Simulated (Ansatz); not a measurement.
Breaking the Te1–F3 bond in FHTe (SMILES F[TeH]) (multiplicity 1 held, fragments rigid). Energies count from the point at 1.928 Å.
Geometry at that point (charge 0, multiplicity 1):
```json
[
 {"atom": "Te", "x (Å)": "0.1852", "y (Å)": "-0.0606", "z (Å)": "0.2005"},
 {"atom": "H", "x (Å)": "1.3119", "y (Å)": "-0.3094", "z (Å)": "-1.0040"},
 {"atom": "F", "x (Å)": "-1.2157", "y (Å)": "0.3844", "z (Å)": "-1.0470"}
]
```

R- and RO- levels are restricted; in cc, def2 and unpolarised 6-31G sets they are followed outwards from rest. U- levels take the lowest unrestricted solution at each point, which mixes spins at long bonds. Levels need not reach the same state.

Programs: Ansatz (a program for electronic structure) with Gaussian orbitals.  In def2 rows elements past Kr take small-core potentials, without spin–orbit coupling.

Energies in kcal/mol.

```csv
R (Å),R-HF/def2-TZVPP,U-r2SCAN/def2-TZVPP,R-B3LYP/def2-TZVPP,U-wB97X-V/def2-TZVPP
1.542,68.3,[?],79.7,76.2
1.735,7.7,12.1,13.5,11.6
1.928,0.0,0.0,0.0,0.0
2.121,12.2,7.8,6.9,8.9
2.313,30.6,[?],20.7,24.8
2.603,59.3,42.3,43.2,50.2
2.892,84.4,57.2,62.7,67.0
3.374,116.3,69.1,86.0,79.2
3.856,138.1,74.5,99.9,83.3
4.434,155.2,77.6,109.2,84.8
5.205,169.0,79.3,115.3,85.2
6.169,178.7,79.8,118.9,85.3
```

Task: What belongs in the gaps?

Result: 
- 2.313, U-r2SCAN/def2-TZVPP: 22.0
- 1.542, U-r2SCAN/def2-TZVPP: 76.6

Doubts at one or more of the structures used: a restricted determinant that unrestricted orbitals would lower (R-HF/def2-TZVPP, R-B3LYP/def2-TZVPP); a spin-contaminated determinant (U-r2SCAN/def2-TZVPP, U-wB97X-V/def2-TZVPP).
